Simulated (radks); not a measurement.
Values are calculated unless marked as measured or tabulated.
Valence configurations of the indium ion In2+ (all share [Kr]). Code: a radial shooting solver on a logarithmic mesh with Libxc functionals. Model: scalar-relativistic Kohn-Sham, PBEsol, spin-polarised, spherical densities, finite nucleus; open shells are filled with parallel spins first (spin-orbit coupling, left out, can overturn this in heavy ions); Fermi nuclear charge, rms radius 4.6156 fm. Energies are relative to 4d10 5s1; eigenvalues in eV for spin up.

valence           E (eV)  moment (Bohr magnetons)    e(4d)    e(5p)    e(5s)
4d10 5s1           0.000                        1  -36.647        -  -24.223
4d10 5s0.5 5p0.5   3.797                        1  -37.328  -17.048  -24.653
4d9.5 5s1.5        6.912                        1  -39.112        -  -24.970
4d10 5p1           7.603                        1  -37.998  -17.447        -
4d9.5 5s1 5p0.5   10.218                        2  -39.850  -17.920  -25.827
4d9 5s2           14.333                        1  -41.609        -  -25.698
4d9 5s1 5p1       21.180                        3  -43.033  -19.088  -27.324
4d8 5s2 5p1       39.031                        3  -48.136  -20.052  -28.782
4d8 5s1 5p2       45.440                        5  -49.371  -21.196  -30.090
4d7 5s2 5p2       66.850                        5  -54.599  -22.162  -31.537

NIST lists [Kr] 4d10 5s1 as the ground configuration; this level of theory agrees among the configurations tried. The energies are those of spherical high-spin densities, not of single terms.
